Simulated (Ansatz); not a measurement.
Consider the ligand exchange at the Si–C bond: `NC[SiH](Cl)Cl` + `S[SiH2]Cl` → `Cl[SiH2]S[SiH](Cl)Cl` + CH₃NH₂.

Program: Ansatz. Geometries: PBE0-D4/def2-TZVP. ΔE: electronic, gas phase. CCSD(T)/CBS is the MP2 limit (def2-TZVPP, def2-QZVPP) plus CCSD(T) − MP2 in def2-TZVPP, frozen cores. DFT in def2-TZVPP. Each species was taken in one conformer, which may not be the lowest.

Problem. Is it downhill or uphill in electronic energy at CCSD(T)/CBS, and by how much? (An estimate is asked.)

Solution. Ansatz gave: Downhill: ΔE = -64.1 kJ/mol.

Problem. What do these levels give: PBE0-D4, ωB97X-V, ωB97M-V, B2PLYP, PBE0, HF/def2-TZVPP, MP2/def2-TZVPP, SCS-MP2/def2-TZVPP, CCSD/def2-TZVPP, CCSD(T)/def2-TZVPP, SCS-MP2/def2-QZVPP, MP2/CBS(def2)? (Estimate.)

Solution. Ansatz gave: PBE0-D4 -64.3, ωB97X-V -60.0, ωB97M-V -60.2, B2PLYP -59.3, PBE0 -58.5, HF/def2-TZVPP -57.5, MP2/def2-TZVPP -67.0, SCS-MP2/def2-TZVPP -63.6, CCSD/def2-TZVPP -57.7, CCSD(T)/def2-TZVPP -59.4, SCS-MP2/def2-QZVPP -66.1, MP2/CBS(def2) -71.8 kJ/mol.

Largest T1 diagnostic among the species: 0.010.

The D4 term adds −10.1 kJ/mol with B3LYP and −5.7 kJ/mol with PBE0; it sums over pairs of atoms, weighted by their polarisabilities, and B3LYP, whose exchange is more repulsive, gets the larger term.

B3LYP here is the variant with VWN-RPA as its local correlation; programs differ in this.
